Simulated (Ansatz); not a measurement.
Start from `[F][In]([F])[SH]` and change one element to get `FB(F)S`.

Ansatz, PBE0-D4/def2-TZVP geometries, multiplicity 1. Each molecule was computed in one conformer, which needn't be the lowest.

Elements past krypton have def2 core potentials.

```tsv
property	`[F][In]([F])[SH]`
HOMO energy (PBE/def2-TZVPP) / eV	-7.29
LUMO energy (PBE0/def2-TZVPP) / eV	-2.65
LUMO energy (ωB97M-V/def2-TZVPP) / eV	-0.69
HOMO–LUMO gap (PBE/def2-TZVPP) / eV	3.74
HOMO–LUMO gap (PBE0/def2-TZVPP) / eV	5.91
HOMO energy (ωB97M-V/def2-TZVPP) / eV	-10.75
```

Task: Give the same properties after the change, and the shifts. (Estimate.)

Result: The calculation gave: 
```csv
property,`FB(F)S`,shift
HOMO energy (PBE/def2-TZVPP) / eV,-7.16,0.13
LUMO energy (PBE0/def2-TZVPP) / eV,0.13,2.78
LUMO energy (ωB97M-V/def2-TZVPP) / eV,1.84,2.53
HOMO–LUMO gap (PBE/def2-TZVPP) / eV,6.27,2.53
HOMO–LUMO gap (PBE0/def2-TZVPP) / eV,8.58,2.67
HOMO energy (ωB97M-V/def2-TZVPP) / eV,-10.63,0.12
```

With PBE0 the HOMO rises by 0.12 eV and the LUMO rises by 2.78 eV, so the gap widens by about 2.66 eV. PBE moves the HOMO by 0.13 eV and ωB97M-V by 0.12 eV.
